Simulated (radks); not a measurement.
Task: These are the eigenvalues of the occupied orbitals of an atom or ion with whole-number occupations (hartree). All-electron calculation, scalar-relativistic Kohn-Sham, PBEsol, spin-polarised, spherical densities, finite nucleus; Fermi nuclear charge, rms radius of each element as measured or else 0.836 A^(1/3) + 0.57 fm. Program: a radial shooting solver on a logarithmic mesh with Libxc functionals.

orbital  eigenvalue
1s up     -2746.639
1s down   -2746.625
2s up     -569.0667
2s down   -568.3566
2p up     -511.5192
2p down   -510.9487
3s up     -208.0610
3s down   -207.2747
3p up     -190.9919
3p down   -190.1979
3d up     -173.6249
3d down   -172.6285

Which element is it, and in what charge state? The configuration may be excited. Open shells, if any, are filled with parallel spins first.

Result: Z = 75, rhenium, charge +51: Re51+ in [Ar] 3d6. The list shows which subshells hold electrons but not how many an open one holds; the 1s level, -2746.6 hartree, gives Z - s = 74.1 by -(Z - s)^2/2, which with screening and relativity narrows Z to a few neighbours, and the depths of the outer levels then fix element, charge and occupations together.
